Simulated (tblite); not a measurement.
Compound: C3H8Cl2N2Si2.
Geometry (GFN2-xTB, Å), atoms numbered from 1 in this order:
```
atom  x, y, z in Å
N1    -0.0632    0.7039    2.8431
C2    -0.0497    0.1975    1.8163
Si3   -0.0220   -0.6225    0.1340
C4     1.4460    0.1239   -0.8294
C5     2.6207    0.3454    0.0800
Cl6    4.0559    0.9086   -0.8234
Cl7    3.0360   -1.1575    0.9321
N8    -1.4657   -0.1496   -0.6730
Si9   -3.1098   -0.3733   -0.1258
H10    0.1134   -2.0632    0.3514
H11    1.1798    1.0784   -1.2847
H12    1.7373   -0.5493   -1.6351
H13    2.4200    1.0941    0.8481
H14   -1.3672    0.1029   -1.6428
H15   -3.4250   -1.8038   -0.1152
H16   -3.9253    0.3441   -1.1038
H17   -3.1882    0.1852    1.2183
```

Computed values, GFN2-xTB/tblite, gas phase, harmonic and unscaled. Against measured fundamentals such values can be off by several per cent, at times by over 20. Modes of hydrogen on silicon can be 10 to 20 % off. One conformer, not necessarily the lowest.

Harmonic wavenumbers (cm⁻¹): 25.3, 33.5, 50.1, 57.8, 68.5, 108.2, 144.5, 168.3, 181.9, 247.7, 269.8, 285.8, 344.0, 358.3, 379.4, 567.5, 570.9, 608.5, 627.4, 639.3, 667.4, 690.2, 736.8, 751.4, 773.9, 785.8, 807.6, 810.0, 985.1, 1061.7, 1122.7, 1175.6, 1186.8, 1220.1, 1271.1, 1461.5, 2240.4, 2267.0, 2272.4, 2308.9, 2361.4, 2951.1, 2983.5, 3000.7, 3475.5.

A = 1567, B = 389.8, C = 354.7 MHz; mass 197.960 u (most abundant isotopes); point group C1, symmetry number 1.

Q: What is the zero-point energy?

A: ½Σν̃ = 22553 cm⁻¹ = 64.48 kcal/mol.

Q: Entropy at 298.15 K, 1 bar (ideal gas, RRHO, classical rotation)?

A: Translation 41.78, rotation 31.67, vibration 49.01: S = 122.5 cal/(mol K).

Q: And Cp and H(298.15 K) − H(0)?

A: Cp = 48.17 cal/(mol K), of which vibrations give 40.22 (their classical limit is 45 R = 89.4); H(298.15 K) − H(0) = 9.23 kcal/mol without the zero-point energy, 6.86 from vibrations.

Q: Which modes carry the vibrational entropy at 298.15 K?

A: 25.3 cm⁻¹: 6.17; 33.5 cm⁻¹: 5.61; 50.1 cm⁻¹: 4.81; 57.8 cm⁻¹: 4.53; 68.5 cm⁻¹: 4.20; 108.2 cm⁻¹: 3.30 cal/(mol K); the other 39 give 20.39 together.

Q: What must be added to the electronic energy to get the Gibbs energy at 298.15 K and 1 bar?

A: ZPE + [H(298.15 K) − H(0)] − T·S = 64.48 + 9.23 − 36.51 = 37.20 kcal/mol.

Hindered rotation and anharmonicity are outside this model. Other conformers, if any are populated, would add a mixing term that is left out. The structure is chiral; the term R ln 2 for an equal mix with its mirror image is left out.
